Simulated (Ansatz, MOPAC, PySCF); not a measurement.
Dimer: CH4 (SMILES C) (first 5 atoms) with COS (SMILES O=C=S); geometry from B3LYP-D3(BJ)/def2-TZVP, rigid monomers moved along the line of their centres of mass till C1···C7 is 3.19 Å.
(charge 0, multiplicity 1):
```xyz
8

C     -0.04974     0.02689     0.19317
H      0.14767    -1.00241     0.48964
H     -0.99912     0.35234     0.61572
H      0.75133     0.66744     0.55964
H     -0.09600     0.08912    -0.89312
O     -1.42101     0.38820     3.20001
C     -0.34551     0.00145     3.36936
S      1.10803    -0.52132     3.59890
```

Interaction energies are E(AB) − E(A) − E(B) at the monomers' geometry in the complex; basis-set methods are counterpoise corrected.

The state that AM1 reach isn't checked.

Run with Ansatz (Gaussian orbitals); MOPAC for AM1 (differences of heats of formation); PySCF for the dispersion terms. Each number belongs to the level named beside it.

Problem. One of these levels gives 2.39 kcal/mol for the interaction energy. Name it.
A) HF/aug-cc-pV(D+d)Z
B) B3LYP-D3(BJ)/def2-TZVPPD
C) AM1

Solution. A, HF/aug-cc-pV(D+d)Z. The others give 1.07 (AM1), -0.36 (B3LYP-D3(BJ)/def2-TZVPPD)

Ansatz is an electronic-structure program.
